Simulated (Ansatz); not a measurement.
Consider the redistribution: `OBN[SiH2]O` + `C[NH][ZnH]` → `O[SiH2][NH][ZnH]` + `CNBO`.

Program: Ansatz. Geometries: PBE0-D4/def2-TZVP. ΔE: electronic, gas phase. CCSD(T)/CBS is the MP2 limit (def2-TZVPP, def2-QZVPP) plus CCSD(T) − MP2 in def2-TZVPP, frozen cores. For Zn outer-core shells are correlated without core-valence functions, which leaves a few kJ/mol of doubt a bond. Scalar relativity is left out up to krypton. One conformer a species, not always the lowest.

`OBN[SiH2]O`:

```xyz
11

O    -0.940   -1.294   -1.674
B    -0.679   -1.581   -0.370
N     0.021   -0.706    0.512
Si    0.645    0.869    0.234
O    -0.271    1.968    1.042
H    -0.606   -0.441   -1.965
H    -1.066   -2.639    0.036
H     0.121   -1.065    1.451
H     0.585    1.099   -1.236
H     2.053    0.985    0.695
H     0.136    2.804    1.276
```

`C[NH][ZnH]`:

```xyz
8

C    -0.021    1.086   -0.029
N     0.526   -0.250    0.002
Zn   -0.363   -1.825    0.053
H     0.266    1.642   -0.932
H    -1.114    1.055   -0.019
H     0.282    1.690    0.837
H     1.533   -0.245   -0.007
H    -1.107   -3.152    0.095
```

`O[SiH2][NH][ZnH]`:

```xyz
9

O    -1.227   -0.618    0.114
Si   -0.187    0.044   -1.017
N     1.118    0.394   -0.008
Zn    0.711    0.019    1.755
H    -2.167   -0.471    0.008
H     0.108   -0.929   -2.108
H    -0.892    1.204   -1.641
H     2.047    0.580   -0.347
H     0.489   -0.223    3.243
```

`CNBO`:

Z-matrix (Å, degrees):
```
C
N 1 1.440
H 1 1.095 2 112.0
H 1 1.091 2 109.1 3 119.3
H 1 1.095 2 112.0 3 -121.5
B 2 1.395 1 126.3 3 -119.4
H 2 1.009 1 115.2 3 60.6
O 6 1.374 2 118.7 1 -180.0
H 6 1.203 2 119.7 1 0.0
H 8 0.957 6 112.4 2 -180.0
```

```tsv
species	CCSD/CBS(def2) energy (Eh)
`OBN[SiH2]O`	-522.67012
`C[NH][ZnH]`	-1874.09226
`O[SiH2][NH][ZnH]`	-2200.38769
`CNBO`	-196.39350
```

Question: Work out ΔE.

Answer: ΔE = (-2200.38769) + (-196.39350) − (-522.67012) − (-1874.09226) = -0.01881 Eh = -11.8 kcal/mol. CCSD(T)/CBS gives -11.7 kcal/mol.

Largest T1 diagnostic among the species: 0.015.

In def2-TZVPP, CCSD(T) changes the Hartree–Fock value by +0.8 kcal/mol (the triples alone add +0.1 kcal/mol) and MP2 by +1.1 kcal/mol. From PBE to PBE0 (25 % exact exchange), in def2-TZVPP and without D4, ΔE moves by −1.1 kcal/mol.
